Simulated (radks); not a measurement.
Results of a calculation; reference values are marked as such.
Coulomb parameter of the 3d shell of neutral nickel in the model configuration [Ar] 3d7 4s2 4p1, as a second difference U = [E(n + 0.25) + E(n - 0.25) - 2 E(n)] / (0.25)^2 with all orbitals relaxed. "Bare": the charge of the atom changes with n. "Screened": the 4p shell takes up the change at fixed total charge, which measures U(3d,3d) + U(4p,4p) - 2 U(3d,4p). Level of theory: scalar-relativistic Kohn-Sham, PBE, spin-unpolarised, spherical densities, point nucleus (a radial shooting solver on a logarithmic mesh with Libxc functionals).

case,configuration,E - E(n) (eV)
start,[Ar] 3d7 4s2 4p1,0.000
bare +0.25,[Ar] 3d7.25 4s2 4p1,-3.620
bare -0.25,[Ar] 3d6.75 4s2 4p1,4.510
screened +0.25,[Ar] 3d7.25 4s2 4p0.75,-3.201
screened -0.25,[Ar] 3d6.75 4s2 4p1.25,3.599

U(bare) = 14.252 eV, U(screened by 4p) = 6.360 eV, against the Slater integral F0(3d,3d) = 27.278 eV with frozen orbitals. The step up makes a negative ion, whose loosely bound charge lowers the bare value.
